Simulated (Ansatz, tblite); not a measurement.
Cost and result up the ladder for the cluster Tl2H2 (4 atoms). Charge 0, multiplicity 1. Geometry: PBE0-D4/def2-TZVP.

```xyz
4

Tl   -0.483   -0.860   -1.412
Tl    0.484    0.860    1.412
H    -0.925    0.801   -0.171
H     0.925   -0.801    0.171
```

Ansatz on 4 threads of Arm Neoverse V2 on a shared host; xTB runs through tblite on one thread. Times are rough, summed over both states, and most runs start from the orbitals of an earlier one. CCSD(T)/def2-TZVPP serves as the yardstick here, not as an exact answer. The other state is a quintet at its own geometry, which has other bonds, so the gap mixes isomer and spin.

In the def2 sets Tl takes a core potential; there is no spin–orbit coupling. The xTB rows come from tblite. Correlated methods freeze 8 core orbitals; core or outer-core shells of Tl are correlated, in sets that lack core-valence functions. The structure comes from a short search, and lower isomers may exist.

Run but left out: GFN2-xTB (tight binding far off the other levels).

Correlated methods converge slowly with the basis.

xTB has no spin-polarisation term.

```
                         level  functions  wall time  quintet − singlet (eV)  difference from CCSD(T)/def2-TZVPP (eV)
                      GFN1-xTB         12    0.003 s                    7.95                                     3.32
                 MP2/def2-TZVP        112      1.5 s                    4.64                                     0.01
PBE-D4/def2-TZVP (with forces)        112      1.6 s                    4.56                                    -0.07
             PBE0-D4/def2-TZVP        112      2.1 s                    4.45                                    -0.17
            BHLYP-D4/def2-TZVP        112      2.2 s                    4.59                                    -0.04
             RPA@PBE/def2-TZVP        112      3.3 s                    4.61                                    -0.02
           r2SCAN-D4/def2-TZVP        112      3.5 s                    4.23                                    -0.40
          r2SCANh-D4/def2-TZVP        112      3.7 s                    4.20                                    -0.43
          r2SCAN0-D4/def2-TZVP        112      3.8 s                    4.15                                    -0.48
             ωB97X-V/def2-TZVP        112      6.2 s                    4.94                                     0.31
             ωB97M-V/def2-TZVP        112      8.1 s                    4.81                                     0.18
            CCSD(T)/def2-TZVPP        128       40 s                    4.63                                     0.00
```
